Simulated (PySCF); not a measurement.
tert-butyl 2-methylpropanoate (C8H16O2), SMILES CC(C)(C)OC(C(C)C)=O.

Coordinates come from a B3LYP-D3(BJ)/def2-SVP optimisation. One conformer was computed; it need not be the lowest.

Two levels are set side by side: TDA-PBE/def2-SVP (PySCF) and TDA-CAM-B3LYP/def2-SVP (PySCF). Vertical, same geometry. The lowest singlet is HOMO→LUMO 100 % with PBE and HOMO→LUMO 95 % with the other functional; states are paired by order. Differences are taken from unrounded values.

```
quantity                               TDA-CAM-B3LYP  TDA-PBE  TDA-PBE minus TDA-CAM-B3LYP
-------------------------------------  -------------  -------  ---------------------------
lowest singlet excitation (eV)                  5.75     5.41                        -0.34
lowest triplet excitation (TDA) (eV)            5.19     4.87                        -0.32
first bright state (f over 0.05) (eV)           8.63     7.36                        -1.28
its oscillator strength                         0.13     0.12                        -0.01
```

A lower first singlet is the usual sign of a functional without exact exchange. Differences between two approximate levels are no errors against the true value.

Rough cost on one machine, each run with all the roots and properties that it gave: TDA-CAM-B3LYP against TDA-PBE about 4 times.
